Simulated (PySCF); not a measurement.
Job for PySCF: R-M06-2X/def2-TZVPPD on C4H12O (a complex).

```python
from pyscf import gto, dft

mol = gto.M(
    atom='''
    C    -0.32389045    0.76152648    0.02995093
    C     0.17250439   -0.68025569   -0.03513193
    H    -1.38508647    0.82556823   -0.22077932
    H     0.21784977    1.39717296   -0.67362249
    H    -0.18876006    1.17461843    1.03010020
    H    -0.37524208   -1.31987335    0.66023688
    H     1.23129391   -0.74609672    0.22391188
    H     0.05062839   -1.10329221   -1.03455325
    C     1.17720417   -0.33825640    3.69929435
    O     0.10220977    0.55677479    3.51893738
    C    -1.15207062   -0.05919084    3.70641211
    H     1.12475411   -1.17455347    2.99069878
    H     1.19181713   -0.74524585    4.71903498
    H     2.09694394    0.21806716    3.52499316
    H    -1.30481879   -0.88190840    2.99587231
    H    -1.91597154    0.69883678    3.54082445
    H    -1.25475127   -0.45620957    4.72494242
    ''',
    basis='def2-tzvppd',
    charge=0, spin=0, verbose=4, max_memory=1800)
mf = dft.RKS(mol, xc='m062x').density_fit(auxbasis='def2-universal-jkfit')
mf.grids.level = 4
mf.conv_tol = 1e-9
mf.max_cycle = 150
mf.kernel()
mf.dip_moment()
```

Program output:

```
PySCF version 2.14.0

[INPUT] verbose = 4
[INPUT] num. atoms = 17
[INPUT] num. electrons = 44
[INPUT] charge = 0
[INPUT] spin (= nelec alpha-beta = 2S) = 0
[INPUT] symmetry False subgroup None
[INPUT] Mole.unit = angstrom
[INPUT] Symbol           X                Y                Z      unit          X                Y                Z       unit  Magmom
[INPUT]  1 C     -0.323890450000   0.761526480000   0.029950930000 AA   -0.612064244862   1.439076483804   0.056599054876 Bohr   0.0
[INPUT]  2 C      0.172504390000  -0.680255690000  -0.035131930000 AA    0.325986052385  -1.285496948777  -0.066389725927 Bohr   0.0
[INPUT]  3 H     -1.385086470000   0.825568230000  -0.220779320000 AA   -2.617434087141   1.560097851842  -0.417212448768 Bohr   0.0
[INPUT]  4 H      0.217849770000   1.397172960000  -0.673622490000 AA    0.411676401599   2.640274243048  -1.272962017448 Bohr   0.0
[INPUT]  5 H     -0.188760060000   1.174618430000   1.030100200000 AA   -0.356704816656   2.219707133567   1.946607258860 Bohr   0.0
[INPUT]  6 H     -0.375242080000  -1.319873350000   0.660236880000 AA   -0.709104761612  -2.494199150612   1.247666880537 Bohr   0.0
[INPUT]  7 H      1.231293910000  -0.746096720000   0.223911880000 AA    2.326808268745  -1.409918463236   0.423132129236 Bohr   0.0
[INPUT]  8 H      0.050628390000  -1.103292210000  -1.034553250000 AA    0.095673791228  -2.084920112266  -1.955022303779 Bohr   0.0
[INPUT]  9 C      1.177204170000  -0.338256400000   3.699294350000 AA    2.224593473996  -0.639211955881   6.990653175651 Bohr   0.0
[INPUT] 10 O      0.102209770000   0.556774790000   3.518937380000 AA    0.193148472555   1.052151866162   6.649827897695 Bohr   0.0
[INPUT] 11 C     -1.152070620000  -0.059190840000   3.706412110000 AA   -2.177097947958  -0.111854476683   7.004103792671 Bohr   0.0
[INPUT] 12 H      1.124754110000  -1.174553470000   2.990698780000 AA    2.125477225379  -2.219584376958   5.651601615271 Bohr   0.0
[INPUT] 13 H      1.191817130000  -0.745245850000   4.719034980000 AA    2.252207966265  -1.408310551969   8.917683684442 Bohr   0.0
[INPUT] 14 H      2.096943940000   0.218067160000   3.524993160000 AA    3.962649745166   0.412087209162   6.661271663365 Bohr   0.0
[INPUT] 15 H     -1.304818790000  -0.881908400000   2.995872310000 AA   -2.465750155286  -1.666565342953   5.661378170068 Bohr   0.0
[INPUT] 16 H     -1.915971540000   0.698836780000   3.540824450000 AA   -3.620661473061   1.320610119973   6.691188465664 Bohr   0.0
[INPUT] 17 H     -1.254751270000  -0.456209570000   4.724942420000 AA   -2.371136254750  -0.862111142706   8.928847128140 Bohr   0.0

nuclear repulsion = 189.620996979279
number of shells = 150
number of NR pGTOs = 491
number of NR cGTOs = 392
basis = def2-tzvppd
ecp = {}


******** <class 'pyscf.df.df_jk.DFRKS'> ********
method = DFRKS
initial guess = minao
damping factor = 0
level_shift factor = 0
DIIS = <class 'pyscf.scf.diis.CDIIS'>
diis_start_cycle = 1
diis_space = 8
diis_damp = 0
SCF conv_tol = 1e-09
SCF conv_tol_grad = None
SCF max_cycles = 150
direct_scf = False
XC library pyscf.dft.libxc version 7.1.2
    S. Lehtola, C. Steigemann, M. J. T. Oliveira, and M. A. L. Marques,  SoftwareX 7, 1–5 (2018)
XC functionals = m062x
    Y. Zhao and D. G. Truhlar,  Theor. Chem. Acc. 120, 215 (2008)
    Y. Zhao and D. G. Truhlar,  Theor. Chem. Acc. 120, 215 (2008)
radial grids:
    Treutler-Ahlrichs [JCP 102, 346 (1995); DOI:10.1063/1.469408] (M4) radial grids

becke partition: Becke, JCP 88, 2547 (1988); DOI:10.1063/1.454033
pruning grids: <function nwchem_prune>
grids dens level: 4
symmetrized grids: False
atomic radii adjust function: <function treutler_atomic_radii_adjust>
small_rho_cutoff = 0
Set gradient conv threshold to 3.16228e-05
Initial guess from minao.
tot grids = 331192
******** <class 'pyscf.df.df.DF'> ********
auxbasis = def2-universal-jkfit
init E= -234.994613542132
  HOMO = -0.33487000016585  LUMO = -0.00905965802313347  gap/eV = 8.86575
cycle= 1 E= -234.766878651584  delta_E= 0.228  |g|= 0.531  |ddm|=  2.8
  HOMO = -0.243934623785965  LUMO = 0.0145195974211455  gap/eV = 7.03290
cycle= 2 E= -234.755775453638  delta_E= 0.0111  |g|= 0.616  |ddm|= 1.26
  HOMO = -0.3389348859418  LUMO = 0.0142304367310044  gap/eV = 9.61012
cycle= 3 E= -234.822964209387  delta_E= -0.0672  |g|= 0.0619  |ddm|= 0.512
  HOMO = -0.333543261827558  LUMO = 0.0139639828247767  gap/eV = 9.45615
cycle= 4 E= -234.823500416607  delta_E= -0.000536  |g|= 0.0259  |ddm|= 0.0746
  HOMO = -0.334712850463131  LUMO = 0.0142192709209048  gap/eV = 9.49493
cycle= 5 E= -234.823651983502  delta_E= -0.000152  |g|= 0.00455  |ddm|= 0.0288
  HOMO = -0.334507834446757  LUMO = 0.014199432056054  gap/eV = 9.48881
cycle= 6 E= -234.823656755725  delta_E= -4.77e-06  |g|= 0.000593  |ddm|= 0.00795
  HOMO = -0.334477699182145  LUMO = 0.0142080372558034  gap/eV = 9.48822
cycle= 7 E= -234.823656859549  delta_E= -1.04e-07  |g|= 0.000116  |ddm|= 0.00225
  HOMO = -0.334491455804049  LUMO = 0.0142071254196225  gap/eV = 9.48857
cycle= 8 E= -234.823656864156  delta_E= -4.61e-09  |g|= 2.88e-05  |ddm|= 0.000456
  HOMO = -0.334495056118243  LUMO = 0.0142073437328034  gap/eV = 9.48868
cycle= 9 E= -234.823656864391  delta_E= -2.34e-10  |g|= 1.45e-05  |ddm|= 0.00012
  HOMO = -0.334494808428758  LUMO = 0.01420730766389  gap/eV = 9.48867
Extra cycle  E= -234.823656864406  delta_E= -1.5e-11  |g|= 1.29e-05  |ddm|= 2.89e-05
converged SCF energy = -234.823656864406
Dipole moment(X, Y, Z, Debye): -0.11910, -1.17658,  0.46578
```

Self-consistency was reached.

Cost: about 4 core-minutes (a rough figure).
